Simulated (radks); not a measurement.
Problem. The mean radii <r> (bohr) of the occupied orbitals of an atom or ion are listed with their occupations. All-electron calculation, Dirac Kohn-Sham, B86b exchange with PBE correlation, spin-unpolarised, spherical densities, point nucleus. Program: a radial shooting solver on a logarithmic mesh with Libxc functionals.

orbital  occ.      <r>
1s1/2       2  0.02231
2s1/2       2  0.09458
2p1/2       2  0.07906
2p3/2       4  0.08580
3s1/2       2   0.2491
3p1/2       2   0.2388
3p3/2       4   0.2517
3d3/2       4   0.2235
3d5/2       6   0.2276
4s1/2       2   0.5660
4p1/2       2   0.5792
4p3/2       4   0.6085
4d3/2       4   0.6484
4d5/2       6   0.6588
5s1/2       2    1.382
5p1/2       2    1.564
5p3/2       4    1.664
6s1/2       2    4.261
4f5/2       6   0.9719
4f7/2       1   0.9953

Name the element and its charge. Open shells, if any, fill j = l - 1/2 first.

Solution. Z = 63, europium, charge 0: Eu in [Xe] 4f7 6s2. The 1s radius gives Z: for a bare nucleus <r> = (2 gamma + 1)/(2Z) with gamma = sqrt(1 - (Z/c)^2), 0.02203 bohr for Z = 63, and screening makes it slightly larger (0.02231 here). The occupations add up to 63, and the charge is Z minus that.
